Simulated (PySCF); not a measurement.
C2H10OSi3, SMILES O=CC[SiH2][SiH2][SiH3]. The structure is a stationary point at B3LYP-D3(BJ)/def2-SVP. The structure was generated by enumeration, and PubChem lists no compound with its InChIKey, so it may never have been made. Other conformers were not sampled.

Computed equilibrium geometry at B3LYP-D3(BJ)/def2-SVP (PySCF confirms it by a frequency run) as a Z-matrix (one conformer of several):
```
Si
H 1 1.4912
H 1 1.4936 2 108.64
C 1 1.9164 2 108.88 3 118.72
H 4 1.1015 1 108.20 2 60.09
H 4 1.1032 5 109.84 1 -116.51
C 4 1.5009 5 109.58 6 -121.50
O 7 1.2058 4 124.82 5 -21.01
H 7 1.1240 8 120.73 4 178.03
Si 1 2.3500 2 110.25 3 -122.75
H 10 1.4941 1 110.55 2 58.46
H 10 1.4956 11 108.54 1 -119.59
Si 10 2.3522 11 110.46 12 -120.18
H 13 1.4921 10 111.63 11 59.25
H 13 1.4925 14 109.15 10 121.22
H 13 1.4935 14 108.87 15 118.31
```
